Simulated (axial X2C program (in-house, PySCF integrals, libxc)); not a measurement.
# Spin–orbit effects along a row: molecules with I, HF

Calculated with an in-house all-electron X2C program for linear molecules (integrals from PySCF), spin-free (one-electron X2C) or two-component (2c: spin–orbit coupling with atomic mean-field Coulomb and Gaunt terms, which also bring small scalar terms), in Dyall basis sets with cores contracted in-house; open shells are unrestricted.

Basis sets: B dyall-v3z, Be dyall-cv3z, C dyall-v3z, F dyall-v3z, I dyall-cv3z, I dyall-v3z, Li dyall-cv3z.

```
molecule   spin-free state  Re (Å)  ωe (cm⁻¹)  De (eV)  2c state  Re 2c (Å)  ωe 2c (cm⁻¹)  De 2c (eV)
     LiI    M_S = 0, Λ = 0   2.421      490.8     2.80     Ω = 0      2.423         488.8        2.50
     BeI  M_S = 1/2, Λ = 0   2.201      611.9     2.35   Ω = 1/2      2.204         608.3        2.05
      BI    M_S = 0, Λ = 0   2.155      566.5     2.21     Ω = 0      2.158         563.3        1.88
      CI  M_S = 1/2, Λ = 1   2.058      613.4     0.93   Ω = 1/2      2.057         613.9        0.68
      IF    M_S = 0, Λ = 0   1.880      697.9     0.76     Ω = 0      1.888         682.3        0.51
```

Each entry is the lowest single determinant of a limited PBE0 search at one distance. De goes to single-determinant-based atoms at the same level (for ions the charge split of lowest energy) and is withheld (n/a) where an atom does not fit its ground term or J level. Main or longest-lived isotopes. Some light 2c atoms are not at their ground J level, so De misses part of their lowering (0.04 eV or less).
